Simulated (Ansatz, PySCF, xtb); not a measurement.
The same groups moved round the core (furan mercapto+boryl). Isolated molecules, 0 K electronic values unless said otherwise. One relaxed conformer stands for each flexible species; it need not be the lowest. Strings in code marks are SMILES.

Quantity: electronic energy of isomers of C4H5BOS relative to `Bc1occc1S`, in kJ/mol. The restricted reference of `Bc1cc(S)co1`, `Bc1ccc(S)o1`, `Bc1coc(S)c1` and `Bc1occc1S` is unstable towards unrestricted orbitals.

Level 1: frozen-core MP2/cc-pVTZ // PBE0-D3(BJ)/def2-SVP (Ansatz, a quantum-chemistry and plane-wave program)
Level 2: B3LYP/6-311+G** // PBE0-D3(BJ)/def2-SVP (PySCF)
Level 3: PBE/6-31G* // PBE0-D3(BJ)/def2-SVP (PySCF)
Level 4: GFN2-xTB (xtb)

```tsv
species	level 1	level 2	level 3	level 4
`Bc1cocc1S`	18.07	21.48	25.52	17.80
`Bc1ccc(S)o1`	1.22	-1.69	2.61	3.20
`Bc1cc(S)co1`	8.72	7.62	13.46	11.63
`Bc1coc(S)c1`	14.10	15.74	24.00	22.81
`Bc1ccoc1S`	10.61	12.68	17.35	12.40
```
